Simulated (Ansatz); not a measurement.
Ansatz (a first-principles code) input (CCSD(T)/aug-cc-pV(D+d)Z):
A basis named .json is the Basis Set Exchange file of that set.

Ansatz 0.2 input:
```yaml
crystal:
  periodic: [false, false, false]
  atoms:
    - {symbol: Si, position_ang: [0.07253598, -0.53002371, 0.04682337]}
    - {symbol: O, position_ang: [-0.21538063, 1.00680148, -0.08995320]}
    - {symbol: H, position_ang: [-1.13206193, -1.35482793, 0.10253438]}
    - {symbol: H, position_ang: [1.44688769, -1.03755037, 0.10864936]}
    - {symbol: H, position_ang: [0.39271559, 1.75829848, -0.14708533]}
basis:
  gaussian:
    orbitals: aug-cc-pV_D+d_Z.json
total_charge: 1
magnetization: {spin_polarized: false}
correlation: {method: ccsd_t, electrons: outside_noble_gas}
output: {forces: true}
```

End of the output:

```
integrals: 0.07 GiB planned
816 factors; integrals over basis functions are off by at most 7.6e-4 eV
mean field: 0.17 GiB planned
mean field evaluation 1: about -9932.9000 eV, gradient 6.4e1 eV
mean field evaluation 2: about -9932.9001 eV, gradient 6.4e1 eV
mean field evaluation 4: about -9940.2887 eV, gradient 3.0e0 eV
mean field evaluation 8: about -9940.3205 eV, gradient 9.9e-2 eV
mean field evaluation 16: about -9940.3188 eV, gradient 4.2e-1 eV
mean field -9940.32057305 eV, -365.3000432682 hartree, gradient 1.3e-6 eV, S^2 0.000000; 0 other end points of the search recorded, 0 dependent functions left out
6 core orbitals not correlated
reference -9940.32057305 eV, -365.3000432682 hartree; 6, 6 occupied and 70, 70 virtual orbitals, 816 factors
densities: 0.30 GiB planned
second order -7.76206799 eV of doubles, -0.00000000 eV of singles
coupled cluster: 0.22 GiB planned
cycle   1  -8.02441696 eV  change   -2.6e-1 eV  update   7.8e-2
cycle   2  -8.26466487 eV  change   -2.4e-1 eV  update   2.4e-2
cycle   3  -8.34051911 eV  change   -7.6e-2 eV  update   1.5e-2
cycle   4  -8.33519883 eV  change    5.3e-3 eV  update   4.2e-3
cycle   5  -8.33462704 eV  change    5.7e-4 eV  update   1.9e-3
cycle   6  -8.33535044 eV  change   -7.2e-4 eV  update   5.2e-4
cycle   7  -8.33512003 eV  change    2.3e-4 eV  update   1.7e-4
cycle   8  -8.33507589 eV  change    4.4e-5 eV  update   5.0e-5
cycle   9  -8.33509013 eV  change   -1.4e-5 eV  update   1.7e-5
cycle  10  -8.33508706 eV  change    3.1e-6 eV  update   5.6e-6
perturbative correction -0.21836345 eV, -0.0080247090 hartree
the calculation of the forces begins
Total energy: -9948.87402356 eV, -365.6143767768 hartree
Atom 0 at     0.072536    -0.530024     0.046823 Å, force     0.285094    -0.980896     0.088618 eV/Å
Atom 1 at    -0.215381     1.006801    -0.089953 Å, force    -0.399818     1.066555    -0.097527 eV/Å
Atom 2 at    -1.132062    -1.354828     0.102534 Å, force    -0.108459    -0.053295     0.003201 eV/Å
Atom 3 at     1.446888    -1.037550     0.108649 Å, force     0.102208    -0.044389     0.005173 eV/Å
Atom 4 at     0.392716     1.758298    -0.147085 Å, force     0.120974     0.012024     0.000534 eV/Å
Dipole moment:     0.312934    -0.260935     0.026661 e Å
```

It need not be the lowest isomer of its formula.
